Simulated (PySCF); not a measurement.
**Magnetic susceptibility: SMILES C=C[C@H]1C=NN(CC)C1, C$_{7}$H$_{12}$N$_{2}$**

Geometry:
| atom | x (Å) | y (Å) | z (Å) |
| --- | --- | --- | --- |
| C1 | 3.630 | 0.627 | 0.386 |
| C2 | 2.468 | 0.025 | 0.558 |
| C3 | 1.206 | 0.411 | -0.149 |
| C4 | 0.761 | -0.704 | -1.083 |
| N5 | -0.334 | -1.248 | -0.739 |
| N6 | -0.798 | -0.714 | 0.403 |
| C7 | -2.213 | -0.786 | 0.651 |
| C8 | -3.050 | 0.155 | -0.220 |
| C9 | -0.016 | 0.467 | 0.788 |
| H10 | 3.740 | 1.469 | -0.279 |
| H11 | 4.520 | 0.307 | 0.900 |
| H12 | 2.378 | -0.824 | 1.224 |
| H13 | 1.364 | 1.344 | -0.696 |
| H14 | 1.328 | -1.049 | -1.925 |
| H15 | -2.377 | -0.568 | 1.710 |
| H16 | -2.510 | -1.819 | 0.455 |
| H17 | -4.108 | -0.019 | -0.041 |
| H18 | -2.831 | 1.196 | 0.004 |
| H19 | -2.836 | -0.031 | -1.270 |
| H20 | -0.594 | 1.388 | 0.645 |
| H21 | 0.262 | 0.390 | 1.843 |

Method used: GIAO PBE0/pcSseg-1 magnetisability, rotational g tensor and spin-rotation constants, non-relativistic, gas phase in PySCF. Geometry: GFN2-xTB.

Task: What are the magnetisability and the molar susceptibility?

Result: Isotropic -1326 × 10⁻³⁰ J/T², or -79.8 × 10⁻⁶ cm³/mol; principal values -1386, -1342, -1248 × 10⁻³⁰ J/T², anisotropy 122 × 10⁻³⁰ J/T² (root of half the summed squared differences of the principal values). The susceptibility is in cgs units.

Task: Split it along the inertial axes a, b, c into diamagnetic and paramagnetic parts about the centre of mass, with the quadrupole moment.

Result: 
| axis | χ (10⁻⁶ cm³/mol) | diamagnetic (10⁻⁶ cm³/mol) | paramagnetic (10⁻⁶ cm³/mol) | summed x² of all electrons (Å²) | quadrupole Θ (D Å) |
| --- | --- | --- | --- | --- | --- |
| a | -79.2 | -390.3 | 311.2 | 322.5 | +4.66 |
| b | -80.9 | -1523.3 | 1442.4 | 55.5 | -4.33 |
| c | -79.4 | -1603.5 | 1524.0 | 36.6 | -0.33 |

Anisotropies 2χaa − χbb − χcc = +2.0 and 2χbb − χaa − χcc = -3.1 × 10⁻⁶ cm³/mol. Θ is traceless in Buckingham's convention.

Task: And the rotational g tensor?

Result: 
```tsv
axis	rotational constant (GHz)	g	nuclear part	electronic part
a	4.6655	-0.0466	0.6355	-0.6821
b	0.8868	-0.0059	0.5950	-0.6009
c	0.8333	-0.0071	0.5896	-0.5966
```
Asymmetric top; isotopes 12C, 1H, 14N; no vibrational averaging.
